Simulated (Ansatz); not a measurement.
Reaction (isomerisation): `NC[SiH2][SiH2]Cl` → `N[SiH2]C[SiH2]Cl`

Program: Ansatz. Geometries: PBE0-D4/def2-TZVP. ΔE: electronic, gas phase. CCSD(T)/CBS adds triple-zeta CCSD(T) − MP2 to the extrapolated MP2 energy (def2 sets, frozen cores). DFT in def2-TZVPP. B3LYP here is the variant with VWN-RPA as its local correlation; programs differ in this. Each species was taken in one conformer, which may not be the lowest.

```
             level  ΔE (kJ/mol)  difference from CCSD(T)/CBS
            PBE-D4       -133.6                         24.6
         r2SCAN-D4       -153.8                          4.4
           PBE0-D4       -142.4                         15.8
          B3LYP-D4       -150.0                          8.2
           ωB97X-V       -150.6                          7.6
           ωB97M-V       -161.1                         -2.9
            B2PLYP       -156.2                          2.0
               PBE       -132.0                         26.2
            r2SCAN       -153.5                          4.7
              PBE0       -141.0                         17.2
             B3LYP       -147.3                         10.9
     HF/def2-TZVPP       -161.9                         -3.7
    MP2/def2-TZVPP       -169.3                        -11.1
SCS-MP2/def2-TZVPP       -164.4                         -6.2
   CCSD/def2-TZVPP       -157.1                          1.1
CCSD(T)/def2-TZVPP       -156.0                          2.2
     HF/def2-QZVPP       -163.2                         -5.0
    MP2/def2-QZVPP       -171.1                        -12.9
SCS-MP2/def2-QZVPP       -166.2                         -8.0
      HF/CBS(def2)       -163.4                         -5.2
     MP2/CBS(def2)       -171.6                        -13.4
    CCSD/CBS(def2)       -159.4                         -1.2
       CCSD(T)/CBS       -158.2                            0
```

Largest T1 diagnostic among the species: 0.010.

From PBE to PBE0 (25 % exact exchange), in def2-TZVPP and without D4, ΔE moves by −9.1 kJ/mol.
